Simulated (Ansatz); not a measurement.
Basis sets compared for [WO3S]2- (WSO3²⁻). The state is a singlet with charge -2. Geometry PBE-D4/def2-SVPD. Ansatz on 4 threads of Arm Neoverse V1 on a shared host; times are rough, and most runs start from earlier orbitals.

Cartesian coordinates in Å:
```
W 0.0834 -0.0165 0.0202
O 0.9618 1.5084 0.3651
O 0.1855 -1.0662 1.4706
O 0.9096 -0.8483 -1.3369
S -2.1404 0.4226 -0.5190
```

In the def2 sets W takes a core potential; there is no spin–orbit coupling. A multiply charged anion in the gas phase is held together partly by the finite basis. Removing one electron lowers the energy by 0.66 eV at PBE0-D4/def2-TZVPD, so it isn't bound. At PBE-D4/def2-SVPD, PBE-D4/def2-TZVPD, PBE0-D4/def2-SVPD, PBE0-D4/def2-TZVPD the highest occupied level of the charge -2 singlet lies above zero (up to 3.48 eV). By energy differences it is unbound by 0.81 eV (vertical, to the charge -1 doublet, at PBE-D4/def2-TZVPD) and held by the finite basis.

```json
{"level": "PBE-D4/def2-SVPD", "functions": "131", "energy (Eh)": "-690.5699", "HOMO (eV)": "3.48", "LUMO (eV)": "6.74", "wall time": "1.3 s"}
{"level": "PBE0-D4/def2-SVPD", "functions": "131", "energy (Eh)": "-690.4995", "HOMO (eV)": "2.37", "LUMO (eV)": "7.19", "wall time": "1.6 s"}
```

Q: Estimate the rows for PBE-D4/def2-TZVPD (with forces), PBE0-D4/def2-TZVPD.

A: 
```
                          level  functions  energy (Eh)  HOMO (eV)  LUMO (eV)  wall time
PBE-D4/def2-TZVPD (with forces)        209    -690.9751       3.48       5.78      2.3 s
             PBE0-D4/def2-TZVPD        209    -690.9073       2.40       6.12        3 s
```
